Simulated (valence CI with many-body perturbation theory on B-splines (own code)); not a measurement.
# E1 line list for Al⁷⁺

Computed by valence CI with perturbative core correlation (CI+MBPT): four valence electrons over a frozen Dirac-Fock core [He], a basis of 11 s, 11 p, 9 d, 7 f, 5 g, 2 h, 1 i functions for each j, with the one-electron correlation potential Σ1, the two-electron term Σ2, the three-electron term Σ3, Breit, model QED; selected CI, second order for the rest, scaled by the run's own slope (own B-spline code, finite nucleus).

No measured levels were compared; by estimate levels hold to about 100 cm⁻¹ or 0.05 % of their energy and the worst to 300 or 400 cm⁻¹, as in measured light ions of charge 2 to 7. Among the levels kept, up to 270 cm⁻¹ of a level comes from second order outside the variational space, and about a tenth of that is noise between levels of different J, which matters for small intervals.

Lines 1 to 50 of 264 in falling wavelength, among levels below 1610300 cm⁻¹, chosen from the strongest by gf and those to the six lowest levels. Wavelengths and rates use the calculated energies, so an error of 200 cm⁻¹ moves a line at 206.7 nm by 0.41 % and its rate by three times that or more. Electric multipoles are in the length gauge, E1 and E2 with the static RPA response of the core. Weak lines are less certain than strong ones. Lines between different terms over intervals too small for the method are left out, as are lines whose strength nearly cancels. The highest levels of a list are the least certain.

Names give the largest LS component (configuration and term), which can be under half, so a name can repeat, a term be missing and a line seem to break the LS rules; names also repeat where a configuration has a term twice.

```tsv
λ vac (nm)	Upper	Lower	A (s⁻¹)	log gf	Branch %
206.7	2s2 2p 3p 1P_1	2s2 2p 3s 1P°_1	9.46e+07	-0.74	4.3
177.4	2s2 2p 3d 1P°_1	2s2 2p 3p 1S_0	1.13e+08	-0.80	0.0
173.4	2s 2p2 3p 3D°_2	2s 2p2 3s 3P_2	3.81e+07	-1.07	0.0
169.9	2s 2p2 3p 3D°_1	2s 2p2 3s 3P_1	7.99e+07	-0.98	0.1
167.9	2s 2p2 3p 3D°_3	2s 2p2 3s 3P_2	2.14e+08	-0.20	0.2
166.4	2s 2p2 3p 3D°_2	2s 2p2 3s 3P_1	1.77e+08	-0.43	0.1
166.1	2s 2p2 3p 3D°_1	2s 2p2 3s 3P_0	1.33e+08	-0.78	0.1
147.9	2s2 2p 3p 3D_2	2s2 2p 3s 3P°_2	6.22e+07	-0.99	2.5
143.3	2s 2p2 3p 5D°_1	2s 2p2 3s 5P_2	7.95e+07	-1.13	13.3
143.2	2s2 2p 3p 3D_1	2s2 2p 3s 3P°_1	9.24e+07	-1.07	3.8
142.9	2s 2p2 3p 5D°_3	2s 2p2 3s 5P_3	1.01e+08	-0.66	22.8
141.9	2s 2p2 3p 3P°_1	2s 2p2 3s 3P_2	1.72e+08	-0.81	0.1
141.4	2s2 2p 3p 3D_3	2s2 2p 3s 3P°_2	3.64e+08	-0.12	14.9
141.4	2s 2p2 3p 5D°_2	2s 2p2 3s 5P_2	2.22e+08	-0.48	48.4
141.0	2s 2p2 3p 5D°_0	2s 2p2 3s 5P_1	4.19e+08	-0.90	83.7
140.7	2s2 2p 3p 3D_1	2s2 2p 3s 3P°_0	2.17e+08	-0.71	8.9
140.5	2s2 2p 3p 3D_2	2s2 2p 3s 3P°_1	2.97e+08	-0.36	12.1
140.2	2s 2p2 3p 3P°_2	2s 2p2 3s 3P_2	3.10e+08	-0.34	0.2
140.0	2s 2p2 3p 5D°_1	2s 2p2 3s 5P_1	3.42e+08	-0.52	57.2
139.2	2s 2p2 3p 5D°_4	2s 2p2 3s 5P_3	4.36e+08	0.06	97.4
138.6	2s 2p2 3p 5D°_3	2s 2p2 3s 5P_2	3.30e+08	-0.18	74.6
138.2	2s 2p2 3p 5D°_2	2s 2p2 3s 5P_1	1.90e+08	-0.56	41.5
138.2	2s 2p2 3p 3P°_0	2s 2p2 3s 3P_1	4.05e+08	-0.94	0.3
137.8	2s 2p2 3d 5F_1	2s 2p2 3p 5D°_1	1.88e+08	-0.79	36.6
137.2	2s 2p2 3p 3P°_1	2s 2p2 3s 3P_1	1.08e+08	-1.04	0.1
136.9	2s 2p2 3d 5F_1	2s 2p2 3p 5D°_0	2.06e+08	-0.76	39.9
135.6	2s 2p2 3p 3P°_2	2s 2p2 3s 3P_1	8.52e+07	-0.93	0.1
134.7	2s 2p2 3p 3P°_1	2s 2p2 3s 3P_0	1.21e+08	-1.00	0.1
130.6	2s2 2p 3d 3F°_3	2s2 2p 3p 3D_3	3.70e+07	-1.18	0.4
130.4	2s2 2p 3d 3D°_1	2s2 2p 3p 3P_1	8.51e+07	-1.19	0.0
129.9	2s 2p2 3p 5P°_2	2s 2p2 3s 5P_3	2.35e+08	-0.53	31.9
129.7	2s2 2p 3d 3F°_2	2s2 2p 3p 3D_2	4.97e+07	-1.20	0.1
129.4	2s2 2p 3d 3D°_3	2s2 2p 3p 3P_2	3.21e+08	-0.25	0.0
129.4	2s2 2p 3d 3D°_2	2s2 2p 3p 3P_1	2.19e+08	-0.56	0.0
128.4	2s2 2p 3p 3S_1	2s2 2p 3s 3P°_2	1.41e+08	-0.98	1.9
127.8	2s2 2p 3d 3D°_1	2s2 2p 3p 3P_0	2.24e+08	-0.78	0.0
127.5	2s2 2p 3d 3F°_2	2s2 2p 3p 3D_1	1.75e+08	-0.67	0.2
127.5	2s 2p2 3p 5P°_3	2s 2p2 3s 5P_3	4.18e+08	-0.15	39.4
127.4	2s 2p2 3p 5P°_1	2s 2p2 3s 5P_2	4.46e+08	-0.49	27.8
126.5	2s2 2p 3d 3F°_4	2s2 2p 3p 3D_3	5.03e+08	0.04	99.9
126.2	2s 2p2 3p 5P°_2	2s 2p2 3s 5P_2	8.77e+07	-0.98	11.9
125.7	2s2 2p 3d 1F°_3	2s2 2p 3p 1D_2	5.57e+08	-0.03	0.1
125.5	2s2 2p 3d 3F°_3	2s2 2p 3p 3D_2	4.73e+08	-0.11	4.9
124.8	2s 2p2 3p 5P°_1	2s 2p2 3s 5P_1	1.16e+08	-1.09	7.3
124.0	2s 2p2 3p 5P°_3	2s 2p2 3s 5P_2	1.52e+08	-0.61	14.3
123.7	2s 2p2 3p 5P°_2	2s 2p2 3s 5P_1	2.47e+08	-0.55	33.5
123.1	2s2 2p 3d 3P°_2	2s2 2p 3p 3P_2	1.97e+08	-0.65	0.0
122.8	2s2 2p 3p 3S_1	2s2 2p 3s 3P°_1	2.36e+08	-0.80	3.2
122.4	2s2 2p 3d 1D°_2	2s2 2p 3p 3D_1	2.82e+08	-0.50	0.1
121.7	2s2 2p 3d 3P°_1	2s2 2p 3p 3P_2	9.22e+07	-1.21	0.0
```
